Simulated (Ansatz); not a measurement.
Task: Name a neutral molecule of B, C, Cl, O and H with ideal-gas entropy at 298 K and 1 bar (rigid rotor, harmonic PBE0-D4/def2-TZVP) between 376 and 392 J/(mol·K) and HOMO energy (PBE/def2-TZVPP) between -6.55 and -6.25 eV (Ansatz, PBE0-D4/def2-TZVP geometry).

Result: `CCB(O)BCl` (384 J/(mol·K), -6.29 eV). Other molecules can fit too; these were computed, each in one conformer that needn't be the lowest.
